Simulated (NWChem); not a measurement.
System: BeNH$_{2}$Cl; SMILES [Cl][Be][NH2]

NWChem input:

```
start job
memory heap 200 mb stack 900 mb global 1100 mb
geometry units angstroms noautosym nocenter noautoz
  Be     0.000636     0.538210     0.000000
  Cl     0.001411    -1.280499     0.000000
  N     -0.000734     2.030844     0.000000
  H     -0.005203     2.619726    -0.826028
  H     -0.005203     2.619726     0.826028
end
basis spherical
  * library def2-svp
end
dft
  xc b3lyp
  iterations 150
end
property
  response 1 0.0773
end
task dft property
```

Excerpt of the output:

```
             Northwest Computational Chemistry Package (NWChem) 7.3.0
             --------------------------------------------------------

                             Geometry "geometry" -> ""
                             -------------------------

 Output coordinates in angstroms (scale by  1.889725989 to convert to a.u.)

  No.       Tag          Charge          X              Y              Z
 ---- ---------------- ---------- -------------- -------------- --------------
    1 Be                   4.0000     0.00063600     0.53821000     0.00000000
    2 Cl                  17.0000     0.00141100    -1.28049900     0.00000000
    3 N                    7.0000    -0.00073400     2.03084400     0.00000000
    4 H                    1.0000    -0.00520300     2.61972600    -0.82602800
    5 H                    1.0000    -0.00520300     2.61972600     0.82602800

 Effective nuclear repulsion energy (a.u.)      62.7558630931

                              NWChem Property Module
                              ----------------------

                                 NWChem DFT Module
                                 -----------------

 Summary of "ao basis" -> "ao basis" (spherical)
 ------------------------------------------------------------------------------
       Tag                 Description            Shells   Functions and Types
 ---------------- ------------------------------  ------  ---------------------
 Be                         def2-svp                 5        9   3s2p
 Cl                         def2-svp                 8       18   4s3p1d
 N                          def2-svp                 6       14   3s2p1d
 H                          def2-svp                 3        5   2s1p

            General Information
            -------------------
          SCF calculation type: DFT
          Wavefunction type:  closed shell.
          No. of atoms     :     5
          No. of electrons :    30
           Alpha electrons :    15
            Beta electrons :    15
          Charge           :     0
          Spin multiplicity:     1
          Use of symmetry is: off; symmetry adaption is: off
          Maximum number of iterations: 150
          AO basis - number of functions:    51
                     number of shells:    25
          Convergence on energy requested:  1.00D-06
          Convergence on density requested:  1.00D-05
          Convergence on gradient requested:  5.00D-04

              XC Information
              --------------
                         B3LYP Method XC Potential
                     Hartree-Fock (Exact) Exchange  0.200
                        Slater Exchange Functional  0.800 local
                    Becke 1988 Exchange Functional  0.720 non-local
              Lee-Yang-Parr Correlation Functional  0.810
                  VWN I RPA Correlation Functional  0.190 local

             Grid Information
             ----------------
          Grid used for XC integration:  medium
          Radial quadrature: Mura-Knowles
          Angular quadrature: Lebedev.
          Tag              B.-S. Rad. Rad. Pts. Rad. Cut. Ang. Pts.
          ---              ---------- --------- --------- ---------
          Be                  1.05       49           8.0       434
          Cl                  1.00       88          11.0       590
          N                   0.65       49           9.0       434
          H                   0.35       45          10.0       434
          Grid pruning is: on
          Number of quadrature shells:   276
          Spatial weights used:  Erf1

      Superposition of Atomic Density Guess
      -------------------------------------

 Sum of atomic energies:        -529.11998568

      Non-variational initial energy
      ------------------------------

 Total energy =    -529.988386
 1-e energy   =    -852.503449
 2-e energy   =     259.759199
 HOMO         =      -0.369242
 LUMO         =      -0.013650

   convergence    iter        energy       DeltaE   RMS-Dens  Diis-err
 ---------------- ----- ----------------- --------- --------- ---------
 d= 0,ls=0.0,diis     1   -530.7775035659 -5.94D+02  1.73D-02  4.31D-01
 d= 0,ls=0.0,diis     2   -530.7681736774  9.33D-03  9.05D-03  5.54D-01
 d= 0,ls=0.0,diis     3   -530.8291780185 -6.10D-02  2.21D-03  2.98D-02
 d= 0,ls=0.0,diis     4   -530.8323989786 -3.22D-03  8.30D-04  2.26D-03
 d= 0,ls=0.0,diis     5   -530.8327370997 -3.38D-04  9.26D-05  2.88D-05
  Resetting Diis
 d= 0,ls=0.0,diis     6   -530.8327406125 -3.51D-06  1.51D-05  1.07D-06
 d= 0,ls=0.0,diis     7   -530.8327407462 -1.34D-07  5.60D-06  5.16D-08

         Total DFT energy =     -530.832740746241
      One electron energy =     -855.503630540832
           Coulomb energy =      300.786854874147
    Exchange-Corr. energy =      -38.871828172689
 Nuclear repulsion energy =       62.755863093134

 Numeric. integr. density =       30.000000448243

                       DFT Final Molecular Orbital Analysis
                       ------------------------------------

 Vector   13  Occ=2.000000D+00  E=-3.227665D-01
              MO Center=  1.2D-03, -9.6D-01,  4.2D-09, r^2= 1.8D+00
   Bfn.  Coefficient  Atom+Function         Bfn.  Coefficient  Atom+Function
  ----- ------------  ---------------      ----- ------------  ---------------
    20      0.582275  2 Cl px                17      0.442705  2 Cl px
    14      0.257938  2 Cl px                 4     -0.152765  1 Be px
    31     -0.123121  3 N  px                 7      0.087353  1 Be px
    34      0.066356  3 N  px                23      0.026223  2 Cl d -2

 Vector   14  Occ=2.000000D+00  E=-3.206326D-01
              MO Center=  1.3D-03, -1.1D+00, -8.8D-09, r^2= 1.4D+00
   Bfn.  Coefficient  Atom+Function         Bfn.  Coefficient  Atom+Function
  ----- ------------  ---------------      ----- ------------  ---------------
    22      0.613648  2 Cl pz                19      0.460175  2 Cl pz
    16      0.268618  2 Cl pz                 6     -0.120715  1 Be pz
     9      0.081992  1 Be pz                36     -0.041081  3 N  pz
    43      0.032852  4 H  s                 48     -0.032852  5 H  s
    33      0.027177  3 N  pz                24      0.026471  2 Cl d -1

 Vector   15  Occ=2.000000D+00  E=-2.614752D-01
              MO Center=  2.2D-04,  1.7D+00,  4.7D-10, r^2= 1.9D+00
   Bfn.  Coefficient  Atom+Function         Bfn.  Coefficient  Atom+Function
  ----- ------------  ---------------      ----- ------------  ---------------
    31      0.537862  3 N  px                34     -0.457615  3 N  px
    20      0.233118  2 Cl px                 4      0.145205  1 Be px
    17      0.142563  2 Cl px                14      0.084904  2 Cl px
     7     -0.078617  1 Be px

 Vector   16  Occ=0.000000D+00  E=-5.253445D-03
              MO Center= -2.7D-04,  9.0D-01, -3.8D-07, r^2= 6.3D+00
   Bfn.  Coefficient  Atom+Function         Bfn.  Coefficient  Atom+Function
  ----- ------------  ---------------      ----- ------------  ---------------
     3      1.253313  1 Be s                 30     -0.663103  3 N  s
    13     -0.360100  2 Cl s                 21     -0.228709  2 Cl py
    43      0.210144  4 H  s                 48      0.210145  5 H  s
    29     -0.198971  3 N  s                 12     -0.160890  2 Cl s
    18     -0.112641  2 Cl py                11      0.111841  2 Cl s

 Vector   17  Occ=0.000000D+00  E= 9.548121D-03
              MO Center=  7.6D-04,  4.7D-01,  3.6D-07, r^2= 3.7D+00
   Bfn.  Coefficient  Atom+Function         Bfn.  Coefficient  Atom+Function
  ----- ------------  ---------------      ----- ------------  ---------------
     9      0.662644  1 Be pz                 6     -0.550465  1 Be pz
    22     -0.353158  2 Cl pz                43      0.258944  4 H  s
    48     -0.258944  5 H  s                 19     -0.173660  2 Cl pz
    42      0.147729  4 H  s                 47     -0.147729  5 H  s
    16     -0.099358  2 Cl pz                24      0.062273  2 Cl d -1

 Vector   18  Occ=0.000000D+00  E= 4.680515D-02
              MO Center= -6.1D-04,  5.4D-01,  6.9D-10, r^2= 4.1D+00
   Bfn.  Coefficient  Atom+Function         Bfn.  Coefficient  Atom+Function
  ----- ------------  ---------------      ----- ------------  ---------------
     7      0.743205  1 Be px                 4     -0.476465  1 Be px
    34     -0.362074  3 N  px                20     -0.332738  2 Cl px
    31      0.271171  3 N  px                17     -0.169318  2 Cl px
    14     -0.094632  2 Cl px                23      0.066802  2 Cl d -2

     Multipole analysis of the density
     ---------------------------------

     L   x y z        total         alpha         beta         nuclear
     -   - - -        -----         -----         ----         -------
     0   0 0 0     -0.000000    -15.000000    -15.000000     30.000000

     1   1 0 0     -0.004543     -0.012653     -0.012653      0.020762
     1   0 1 0      0.934052      0.618471      0.618471     -0.302891
     1   0 0 1     -0.000000     -0.000000     -0.000000      0.000000

[...]

 DFT Linear Response polarizability / au
 Frequency  =       0.0773000 / au
 Wavelength =     589.4353558 / nm
              X              Y              Z
 -----------------------------------------------
 X      21.6842436     -0.0116311     -0.0000005
 Y      -0.0116300     42.4800692      0.0000006
 Z      -0.0000005      0.0000006     21.5987077
 -----------------------------------------------
 Eigenvalues =      21.6842371     42.4800757     21.5987077
 Isotropic   =      28.5876735
 Anisotropic =      20.8387349
 -----------------------------------------------

 Magnetic Dipole Response Matrix (nonzero elements):

 Exiting AOResponse driver routine
```

Level: B3LYP/def2-SVP. The geometry was optimised at PBE0/def2-SVP. B3LYP is NWChem's, with the RPA form of VWN correlation.
